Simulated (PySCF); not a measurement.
Si(F)(Br)(Me)(OH) (CH4BrFOSi), SMILES Br[Si](C)(O)F. Geometry optimised at PBE-D3(BJ)/def2-SVP. This is a generated structure with no PubChem entry under its InChIKey; it may be hypothetical. One conformer was computed; it need not be the lowest.

Computed equilibrium geometry at PBE-D3(BJ)/def2-SVP (PySCF confirms it by a frequency run) as bond lengths and angles (one conformer of several):
Atoms: C1 Si2 O3 F4 Br5 H6 H7 H8 H9. Bond lengths (Å): C1–Si2 1.852, C1–H6 1.107, C1–H7 1.107, C1–H8 1.109, Si2–O3 1.660, Si2–F4 1.636, Si2–Br5 2.240, O3–H9 0.974. Angles (°): Si2–C1–H6 110.4, Si2–C1–H7 110.4, Si2–C1–H8 110.0, H6–C1–H7 108.6, H6–C1–H8 108.7, H7–C1–H8 108.8, C1–Si2–O3 109.2, C1–Si2–F4 110.4, C1–Si2–Br5 111.7, O3–Si2–F4 109.6, O3–Si2–Br5 110.5, F4–Si2–Br5 105.4, Si2–O3–H9 116.1.
Charge 0, spin multiplicity 1.
